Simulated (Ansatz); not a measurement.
**GaHF (SMILES [F][GaH]): methods side by side**

GaHF has 3 atoms, charge 0, and is taken as a doublet. As SMILES, `[F][GaH]`. The coordinates come from a PBE0-D4/def2-TZVP relaxation.

```tsv
atom	x (Å)	y (Å)	z (Å)
F	-1.2520	0.4514	-0.6448
Ga	0.2924	0.4698	0.2141
H	0.9486	-0.9859	0.4174
```

Quantity: the energy change with the F1–Ga2 bond stretched from 1.767 to 2.209 Å, in eV. The values are calculated.

```
            level                    kind  program  value (eV)  CPU time (all runs)
       UHF/STO-3G            Hartree–Fock   Ansatz        1.11                6.7 s
    USVWN5/STO-3G                     LDA   Ansatz        1.91                 26 s
      UPBE/STO-3G                     GGA   Ansatz        1.68                 34 s
    UB3LYP/STO-3G           global hybrid   Ansatz        1.75                 25 s
    UBHLYP/STO-3G           global hybrid   Ansatz        1.78                 43 s
UCAM-B3LYP/STO-3G  range-separated hybrid   Ansatz        1.94                 31 s
    UHSE06/STO-3G  range-separated hybrid   Ansatz        1.74                 29 s
   UB2PLYP/STO-3G           double hybrid   Ansatz        1.72                 59 s
      UMP2/STO-3G     perturbation theory   Ansatz        1.88                 12 s
```

All-electron rows without a relativistic Hamiltonian named are non-relativistic. The first shape isn't each level's own minimum. The values span 1.11 to 1.94 eV. Spin contamination of the reference (⟨S²⟩ at least 0.1 too high) touches UHF/STO-3G, UB2PLYP/STO-3G, UMP2/STO-3G. All rows use very small basis sets, so none should be taken for the real molecule's value. In the correlated wave-function rows the outer d shell of Ga is correlated, in sets not made for it. In so small a basis fixed costs decide the times, and correlated methods can beat functionals. Times are those of the runs behind each value, whatever else they computed, on shared processors of several kinds: orders of magnitude only.
